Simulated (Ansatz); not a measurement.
Input file for `[CH3][W-3]1234([C]#[O+])([C]#[O+])([C]#[O+])[C@@H]5[C@H]1[C@H]2[C@@]3([SiH3])[C@@H]54`:

```yaml
crystal:
  periodic: [false, false, false]
  atoms:
    - {symbol: C, position_ang: [0.698160, -1.984604, 0.818829]}
    - {symbol: W, position_ang: [-0.126780, 0.159348, 0.828747]}
    - {symbol: C, position_ang: [0.681230, -0.149404, 2.616991]}
    - {symbol: O, position_ang: [1.195101, -0.318909, 3.626803]}
    - {symbol: C, position_ang: [-1.694975, -1.057938, 0.792873]}
    - {symbol: O, position_ang: [-2.592127, -1.767443, 0.724718]}
    - {symbol: C, position_ang: [-1.415362, 1.088374, 2.028533]}
    - {symbol: O, position_ang: [-2.157893, 1.624961, 2.718584]}
    - {symbol: C, position_ang: [0.649230, 2.202951, 0.000582]}
    - {symbol: C, position_ang: [1.738728, 1.300653, -0.108351]}
    - {symbol: C, position_ang: [1.365669, 0.287376, -1.017303]}
    - {symbol: C, position_ang: [0.042341, 0.532741, -1.490396]}
    - {symbol: Si, position_ang: [-0.926519, -0.492390, -2.704642]}
    - {symbol: C, position_ang: [-0.390538, 1.735954, -0.849751]}
    - {symbol: H, position_ang: [0.294089, -2.624236, 1.601295]}
    - {symbol: H, position_ang: [1.782256, -1.947013, 0.937903]}
    - {symbol: H, position_ang: [0.462835, -2.437862, -0.145900]}
    - {symbol: H, position_ang: [0.627439, 3.099341, 0.601455]}
    - {symbol: H, position_ang: [2.685023, 1.377795, 0.405487]}
    - {symbol: H, position_ang: [1.977197, -0.560291, -1.289094]}
    - {symbol: H, position_ang: [-0.620164, -1.929201, -2.492522]}
    - {symbol: H, position_ang: [-2.372552, -0.232087, -2.499390]}
    - {symbol: H, position_ang: [-0.559750, -0.129012, -4.099536]}
    - {symbol: H, position_ang: [-1.342647, 2.220917, -1.005947]}
basis:
  gaussian: {orbitals: def2-TZVPP}
correlation: {method: ccsd_t}
output: {orbitals: {seedname: orbitals}}
```

```sh
$ ansatz run in.yaml --threads 11 --pin off --events-out ev --progress --plain --max-ram 174080MiB --backend cuda --devices 0, --max-vram 75GiB
```

Log, shortened:

```
Functional definition: HF
3746 factors; integrals over basis functions are off by at most 1.1e-3 eV
mean field evaluation 1: about -25208.9463 eV, gradient 6.4e1 eV
mean field evaluation 2: about -25210.0014 eV, gradient 6.4e1 eV
mean field evaluation 4: about -25219.4669 eV, gradient 1.4e1 eV
mean field evaluation 8: about -25219.9827 eV, gradient 1.9e0 eV
mean field evaluation 16: about -25219.9955 eV, gradient 2.4e-6 eV
mean field -25219.99549253 eV, -926.8177396237 hartree, gradient 2.5e-6 eV, S^2 0.000000; 0 other end points of the search recorded, 0 dependent functions left out
17 core orbitals not correlated: weight in the atoms' cores, before any rotation towards them, 1.000 or more for the frozen orbitals, at most 0.000 for the correlated occupied ones
reference -25219.99549253 eV, -926.8177396237 hartree; 41, 41 occupied and 552, 552 virtual orbitals, 3746 factors
second order -76.85191111 eV of doubles, -0.00000000 eV of singles
cycle   1  -71.51115559 eV  change     5.3e0 eV  update   3.2e-1
cycle   2  -74.60176144 eV  change    -3.1e0 eV  update   1.4e-1
cycle   3  -75.21823535 eV  change   -6.2e-1 eV  update   4.2e-2
cycle   4  -75.21372760 eV  change    4.5e-3 eV  update   1.6e-2
cycle   5  -75.17588613 eV  change    3.8e-2 eV  update   5.6e-3
cycle   6  -75.18045016 eV  change   -4.6e-3 eV  update   2.9e-3
cycle   7  -75.17999785 eV  change    4.5e-4 eV  update   8.9e-4
cycle   8  -75.17871173 eV  change    1.3e-3 eV  update   4.7e-4
cycle   9  -75.17890494 eV  change   -1.9e-4 eV  update   1.6e-4
cycle  10  -75.17926167 eV  change   -3.6e-4 eV  update   7.2e-5
cycle  11  -75.17904760 eV  change    2.1e-4 eV  update   3.9e-5
cycle  12  -75.17907948 eV  change   -3.2e-5 eV  update   1.9e-5
perturbative correction -4.41165552 eV, -0.1621253501 hartree
Total energy: -25299.58622754 eV, -929.7426451865 hartree
```

Hardware: 11 threads of an AMD EPYC 7R13 on a shared host and a whole NVIDIA H100 80 GB. Wall time 2.4 min, peak host memory 4.1 GiB.

MP2 recovers 96.6 % of the CCSD(T) correlation energy and the triples give 5.5 %; T1 = 0.0171.
